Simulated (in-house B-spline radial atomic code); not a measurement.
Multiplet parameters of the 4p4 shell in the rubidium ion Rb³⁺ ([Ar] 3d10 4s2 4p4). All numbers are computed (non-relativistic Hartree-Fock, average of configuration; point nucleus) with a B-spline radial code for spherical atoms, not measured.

Slater integrals: F^2 = 66348 cm⁻¹. Central-field spin-orbit parameter ζ(4p) = 5003 cm⁻¹ (bare central field on non-relativistic orbitals, without two-electron terms: too large for light atoms, too small for heavy ones).

With F₂ = F^2/25 = 2654 cm⁻¹:

Where do the terms lie in LS coupling, without spin-orbit interaction?

In cm⁻¹ above the Hund's-rule term:
| term | expression | energy |
| --- | --- | --- |
| 3P | 0 F₂ | 0 |
| 1D | 6 F₂ | 15924 |
| 1S | 15 F₂ | 39809 |

How far can these numbers be trusted?

Fits to spectra need these integrals scaled down, since correlation screens the repulsion. Here ζ is 1.89 times F₂, so the coupling is intermediate: spin-orbit interaction mixes the terms, and LS labels name only the largest part.
